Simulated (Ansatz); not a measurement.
Reaction (redistribution): `C[Si]1(F)CN1` + `c1cc[se]c1` → `C[SiH]1CN1` + `Fc1ccc[se]1`

Isolated molecules relaxed with PBE0-D4/def2-TZVP in Ansatz; ΔE leaves out vibrations. CBS: MP2 limit from def2 TZ/QZ plus the TZ coupled-cluster correction, frozen cores. DFT in def2-TZVPP. For Se outer-core shells are correlated without core-valence functions, which leaves a few kJ/mol of doubt a bond. Scalar relativity is left out up to krypton.

`C[Si]1(F)CN1`:

```xyz
11

C    -0.840    0.723   -1.289
Si    0.016    0.522    0.334
F     0.051    1.945    1.048
C     1.222   -0.781    0.716
N    -0.156   -0.814    1.342
H    -0.355    1.490   -1.896
H    -0.826   -0.220   -1.839
H    -1.880    1.022   -1.138
H     2.032   -0.684    1.436
H     1.429   -1.539   -0.041
H    -0.692   -1.664    1.328
```

`c1cc[se]c1`:

Z-matrix (Å, degrees):
```
C
C 1 1.357
C 1 1.423 2 114.8
H 1 1.083 2 122.4 3 -180.0
Se 2 1.851 1 111.4 3 -0.0
H 2 1.079 1 127.7 3 180.0
C 3 1.357 1 114.8 2 0.0
H 3 1.083 1 122.8 2 -180.0
H 7 1.079 3 127.7 1 180.0
```

`C[SiH]1CN1`:

```xyz
11

C    -0.252   -1.048   -1.278
Si   -0.678    0.034    0.174
C     0.613    0.492    1.385
N     0.097    1.545    0.450
H    -0.780   -0.722   -2.178
H     0.821   -1.018   -1.478
H    -0.537   -2.085   -1.083
H    -2.117   -0.010    0.521
H     1.622    0.123    1.200
H     0.430    0.704    2.435
H     0.781    1.984   -0.148
```

`Fc1ccc[se]1`:

```xyz
9

F    -1.842   -1.650    0.970
C    -0.895   -0.920    0.402
C    -0.537    0.333    0.757
C     0.519    0.857   -0.045
C     0.985    0.033   -1.013
Se    0.092   -1.597   -1.026
H    -1.015    0.867    1.568
H     0.922    1.850    0.111
H     1.772    0.227   -1.725
```

Is it downhill or uphill in electronic energy at CCSD(T)/CBS, and by how much? (Best estimate.)

Ansatz gave: Uphill: ΔE = +60.1 kcal/mol.

What do these levels give: r2SCAN-D4, B2PLYP, HF/def2-TZVPP, SCS-MP2/def2-TZVPP, MP2/def2-QZVPP, MP2/CBS(def2)? (Best estimate.)

The calculation gave: r2SCAN-D4 57.1, B2PLYP 58.9, HF/def2-TZVPP 60.6, SCS-MP2/def2-TZVPP 60.4, MP2/def2-QZVPP 62.5, MP2/CBS(def2) 62.9 kcal/mol.

Largest T1 diagnostic among the species: 0.012.

From PBE to PBE0 (25 % exact exchange), in def2-TZVPP and without D4, ΔE moves by +2.3 kcal/mol.
